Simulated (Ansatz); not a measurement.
CH₃AlF₂O (`O[C](F)(F)[AlH2]`). Total charge 0; spin multiplicity 1.

```csv
atom,x (Å),y (Å),z (Å)
O1,-0.480,0.825,-1.169
C2,0.118,0.590,0.030
F3,-0.473,1.376,0.993
F4,1.415,1.050,-0.012
Al5,-0.016,-1.388,0.421
H6,-0.427,1.770,-1.376
H7,1.146,-2.323,-0.098
H8,-1.284,-1.901,1.210
```

Task: List the harmonic frequencies (cm⁻¹, unscaled) at PBE0-D4/def2-TZVP in Ansatz. (An estimate is asked.)

Result: The calculation gave: 45, 131, 169, 319, 371, 492, 508, 564, 603, 696, 766, 1006, 1034, 1155, 1380, 1952, 1968, 3739.

Task: Is this a minimum?

Result: Yes, all 18 modes are real.

Task: Give the ideal-gas thermochemistry at 298.15 K and 1 bar (rigid rotor, harmonic oscillator; point group Cs, symmetry number 1).

Result: Zero-point energy 101.1 kJ/mol; H(298) − E = 121.4 kJ/mol; entropy 342.6 J/(mol·K), of which translation 165.8, rotation 110.4, vibration 66.4; G(298) − E = 19.2 kJ/mol. Modes under 100 cm⁻¹ are hindered rotations or soft bends, so the harmonic entropy is rough.
